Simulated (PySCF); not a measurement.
## Neon: a sound run and one with changed settings

Sound run: Ne(2+) [He] 2s2 2p4, Ne(3+) [He] 2s2 2p3. Computed with PySCF 2.14 in cc-pVDZ-DK, with the spin-free X2C one-electron Hamiltonian (Gaussian nucleus). In the sound run the correlated levels freeze 1s2. The sound run starts from symmetry-adapted Hartree-Fock orbitals and uses a fine grid where one is needed.

Changed run: basis STO-3G, all-electron and non-relativistic. This setting is unsound on purpose.

```json
{"species": "Ne(2+)", "method": "UHF", "sound run (hartree)": "-126.45544", "changed run (hartree)": "-124.57400", "converged": "yes"}
{"species": "Ne(2+)", "method": "r2SCAN", "sound run (hartree)": "-126.70839", "changed run (hartree)": "-124.78703", "converged": "yes"}
{"species": "Ne(2+)", "method": "PBE", "sound run (hartree)": "-126.63807", "changed run (hartree)": "-124.69970", "converged": "yes"}
{"species": "Ne(2+)", "method": "MP2", "sound run (hartree)": "-126.54931", "changed run (hartree)": "-124.57400", "converged": "yes"}
{"species": "Ne(3+)", "method": "UHF", "sound run (hartree)": "-124.18783", "changed run (hartree)": "-122.14212", "converged": "yes"}
{"species": "Ne(3+)", "method": "r2SCAN", "sound run (hartree)": "-124.37217", "changed run (hartree)": "-122.29928", "converged": "yes"}
{"species": "Ne(3+)", "method": "PBE", "sound run (hartree)": "-124.28922", "changed run (hartree)": "-122.20627", "converged": "yes"}
{"species": "Ne(3+)", "method": "MP2", "sound run (hartree)": "-124.25583", "changed run (hartree)": "-122.14212", "converged": "yes"}
```

Ionisation energy of Ne(2+):

```tsv
method	sound run (eV)	changed run (eV)
UHF	61.705	66.175
r2SCAN	63.572	67.695
PBE	63.916	67.849
MP2	62.409	66.175
SCS-MP2	62.405	66.175
```

A minimal basis cannot let orbitals breathe on ionisation and holds almost no correlation. The Hamiltonian changed with the basis, so the totals do not compare.

For comparison, NIST gives 63.423 eV between the lowest levels.
